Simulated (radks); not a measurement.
Values are calculated unless marked as measured or tabulated.
The fluorine ion F+, configuration [He] 2s2 2p4.

Level of theory: Dirac Kohn-Sham, Slater X-alpha with alpha = 0.667, spin-unpolarised, spherical densities, finite nucleus; open shells fill j = l - 1/2 first; Fermi nuclear charge, rms radius 2.8976 fm (a radial shooting solver on a logarithmic mesh with Libxc functionals).

Energy parts (eV):
| part | energy |
|---|---|
| total | -2663.771 |
| kinetic | 2668.913 |
| electron-nucleus | -6288.638 |
| Hartree | 1187.748 |
| exchange | -231.793 |

Orbitals (lengths in bohr, moments of r in powers of bohr; r(90%) holds 90 % of the orbital's charge):
\begin{tabular}{lrrrrr}
orbital & occ. & eigenvalue (eV) & <r> & <r^4> & r(90%) \\ \hline
1s1/2 & 2 & -677.4832 & 0.1772 & 0.004700 & 0.317 \\
2s1/2 & 2 & -45.4368 & 0.9697 & 2.488 & 1.55 \\
2p1/2 & 2 & -26.8992 & 0.9882 & 3.811 & 1.70 \\
2p3/2 & 2 & -26.8250 & 0.9900 & 3.837 & 1.70 \\
\end{tabular}

The highest occupied level is 2p3/2 at -26.825 eV. For comparison, the ionisation energy in NIST's Atomic Spectra Database is 34.971 eV (measured). In exact Kohn-Sham theory the highest level is minus the ionisation energy, but local and semilocal functionals leave it too shallow, through self-interaction and a potential that decays too fast; potentials with the right tail come closer. The density falls to 0.001 e/bohr^3 at r = 2.77 bohr.

Beside tabulated values, note that spin-unpolarised runs miss the spin-polarisation part of the exchange energy of open shells.
